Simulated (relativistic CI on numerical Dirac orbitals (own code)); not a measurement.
## How well does a small relativistic CI reproduce N⁴⁺?

Method of calculation: Dirac-Coulomb-Breit CI, separate exchange-only KLI orbitals for each configuration, a model potential for QED, valence Slater integrals scaled by 0.85, P86 correlation estimate, and configurations built on the next ion tied to the tabulated ionisation energy (semi-empirical) (own radial code, finite nucleus).

CI space (outside the closed core 1s2): 2s, 2p, 3s, 3p, 3d, 4s, 4p, 4f, 4d. Levels of other configurations are missing.

| Configuration | Term (tabulated) | J | Measured (cm⁻¹) | Computed | Error | Purity (%) |
| --- | --- | --- | --- | --- | --- | --- |
| 2s | 2S | 1/2 | 0.0 | 0 | 0 | 100 |
| 3s | 2S | 1/2 | 456126.6 | 455792 | -334 | 100 |
| 3p | 2P° | 1/2 | 477765.7 | 477518 | -247 | 100 |
| 3p | 2P° | 3/2 | 477842.0 | 477589 | -253 | 100 |
| 3d | 2D | 3/2 | 484404.3 | 482395 | -2010 | 100 |
| 3d | 2D | 5/2 | 484426.3 | 482417 | -2009 | 100 |
| 4s | 2S | 1/2 | 606348.8 | 605932 | -417 | 100 |
| 4p | 2P° | 1/2 | 615141.0 | 614775 | -366 | 100 |
| 4p | 2P° | 3/2 | 615173.8 | 614804 | -370 | 100 |
| 4d | 2D | 3/2 | 617916.3 | 617146 | -770 | 100 |
| 4d | 2D | 5/2 | 617925.5 | 617155 | -770 | 100 |
| 4f | 2F° | 5/2 | 618059.3 | 618071 | 11 | 100 |
| 4f | 2F° | 7/2 | 618064.1 | 618075 | 11 | 100 |

Measured levels from Moore, Selected Tables of Atomic Spectra, NSRDS-NBS 3, section 4; pairs were made by configuration, J and term (by order where the table uses no LS term), so strongly mixed levels may be paired wrongly.

Mean error by configuration (cm⁻¹): 3s -334; 3p -250; 3d -2010; 4s -417; 4p -368; 4d -770; 4f 11. Over the excited levels the mean absolute error is 631 cm⁻¹ (12 of the 12 excited levels that our extract of the source holds in range could be paired), and the median relative error of those above 1,000 cm⁻¹ is 0.064 %.
